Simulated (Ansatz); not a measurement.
Calculated with Ansatz (gas phase, PBE0-D4/def2-TZVP geometries, no zero-point term in ΔE). CBS: MP2 limit from def2 TZ/QZ plus the TZ coupled-cluster correction, frozen cores. DFT in def2-TZVPP. Each species was taken in one conformer, which may not be the lowest.

Consider the redistribution: `C[SiH2]NBCl` + `C[SiH](F)F` → `C[SiH2][SiH](F)F` + `CNBCl`.

| species | ωB97X-V energy (Eh) |
| --- | --- |
| `C[SiH2]NBCl` | -871.65705 |
| `C[SiH](F)F` | -529.83374 |
| `C[SiH2][SiH](F)F` | -820.48283 |
| `CNBCl` | -580.95432 |

Q: Work out ΔE.

A: ΔE = (-820.48283) + (-580.95432) − (-871.65705) − (-529.83374) = 0.05364 Eh = +140.8 kJ/mol. CCSD(T)/CBS gives +149.6 kJ/mol.

Largest T1 diagnostic among the species: 0.012.

Leaving LDA and LC-ωPBE aside and taking each functional with its dispersion term where it has one, the values, not all of them listed here, spread over 28.5 kJ/mol, from PBE-D4 to ωB97M-V. LDA lies +4.4 kJ/mol from PBE without D4. From PBE to PBE0 (25 % exact exchange), in def2-TZVPP and without D4, ΔE moves by +9.5 kJ/mol.
